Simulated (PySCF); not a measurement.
Rows and methods have been separated. Pair them.

Species: C2H5F3OSi.
Numbering: `[CH3:1][O:2][SiH2:3][C:4]([F:5])([F:6])[F:7]` (hydrogens: H8, H9, H10 on C1; H11, H12 on Si3)

The closed-shell ground state was solved 7 times with PySCF (density fitting, gas phase), always with PBE0, in these basis sets: 6-31+G*, 6-31G, STO-3G, aug-cc-pVDZ, cc-pVDZ, cc-pVTZ and def2-TZVP. The structure is a single PBE0-D3(BJ)/def2-SVP conformer in the gas phase; no vibrational or solvent corrections.

```csv
row,total energy (Eh),HOMO (eV),LUMO (eV),dipole (D)
P,-743.1225,-8.65,-0.11,3.19
Q,-742.7106,-8.33,0.12,3.73
R,-742.9240,-8.41,0.39,3.01
S,-742.9079,-8.67,-0.32,3.46
T,-743.0983,-8.59,0.05,3.09
U,-742.9656,-8.60,-0.37,3.19
V,-733.2605,-4.35,6.51,1.93
```

Problem. Which basis belongs to which row?

Solution. P = def2-TZVP, Q = 6-31G, R = cc-pVDZ, S = 6-31+G*, T = cc-pVTZ, U = aug-cc-pVDZ, V = STO-3G. From the lowest total energy up: def2-TZVP (253 functions) 0 eV; cc-pVTZ (284 functions) +0.66 eV; aug-cc-pVDZ (210 functions) +4.27 eV; cc-pVDZ (127 functions) +5.40 eV; 6-31+G* (140 functions) +5.84 eV; 6-31G (77 functions) +11.21 eV; STO-3G (44 functions) +268.36 eV.

Conformer computed: `[CH3:1][O:2][SiH2:3][C:4]([F:5])([F:6])[F:7]`: C1–O2–Si3–C4 176°, O2–Si3–C4–F5 63°.
